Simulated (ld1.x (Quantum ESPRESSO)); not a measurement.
# Se (Z = 34): TM semilocal pseudisation with PBE, scalar-relativistic reference atom.

ld1.x (Quantum ESPRESSO) 7.5 input, shortened:

```
&input
   title='Se', zed=34., rel=1, dft='PBE', iswitch=3,
   config='[Ar] 3d10 4s1.75 4p4.25'
 /
 &inputp
   pseudotype=1, tm=.true., lloc=1,
   nlcc=.true.
 /
3
4S  1  0   1.75   0.00  1.45  1.45  0.0
3D  3  2  10.00   0.00  0.90  0.90  0.0
3P  2  1   6.00   0.00  0.50  0.50  0.0
 &test
   configts(1)='3p6 3d10 4s1.75 4p4.25'
 /
```

Occupied shells without a wave of their own: 4p. They enter only through the test configuration that unscreens the potential, and ld1.x also counts them in the model core charge.

All-electron outer shells of the reference configuration (PBE, scalar-relativistic, ld1.x):

```
shell  level (eV)  outermost node (bohr)  outermost maximum (bohr)
   2p    -1414.02                      –                      0.13
   3s     -213.93                   0.24                      0.50
   3p     -153.39                   0.21                      0.50
   3d      -53.53                      –                      0.45
   4s      -17.50                   0.70                      1.51
   4p       -6.67                   0.74                      1.80
```

(1) Tests: 3p6 3d10 4s2 4p4; 3p6 3d10 4s2 4p3; 3p6 3d10 4s2 4p2; 3p5 3d10 4s2 4p4; 3p6 3d10 4s2 4p1; 3p6 3d10 4s1 4p4; 3p6 3d10 4s1 4p5. Which has the largest error in its energy relative to the reference configuration, and how large is it?

Results:

(1) 3p6 3d10 4s2 4p1, with -1383 meV (all-electron minus pseudo) on +59.36 eV.

ld1.x takes every shell without a wave as core, so the model core holds the 4p electrons as well and exchange and correlation see them twice. This cancels in the reference configuration, but the file is broken for other ones, and its errors say nothing about a proper core correction.
